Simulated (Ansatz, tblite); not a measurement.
Forces on Si₃Ni at its r2SCAN-D4/def2-SVP geometry. Charge 0, multiplicity 1.

The xTB rows come from tblite. The structure comes from a short search, and lower isomers may exist.

GFN1-xTB (tblite), largest force 1.20 eV/Å:

```xyz
4
positions Å, forces eV/Å
Ni   -0.057   -0.686    0.918   -0.045   -0.533    0.714
Si    0.061    0.734   -0.982    0.060    0.715   -0.958
Si    0.769    1.279    1.054    0.347    0.508    0.592
Si   -0.773   -1.327   -0.989   -0.362   -0.690   -0.348
```

GFN2-xTB (tblite), largest force 1.31 eV/Å:

```
Ni -0.020 -0.242 0.324
Si 0.049 0.590 -0.789
Si 0.525 0.739 0.948
Si -0.554 -1.086 -0.483
```

PBE0-D4/def2-TZVP (Ansatz), largest force 0.65 eV/Å:

```
Ni -0.033 -0.391 0.523
Si -0.002 -0.027 0.036
Si 0.005 0.187 -0.296
Si 0.030 0.230 -0.263
```
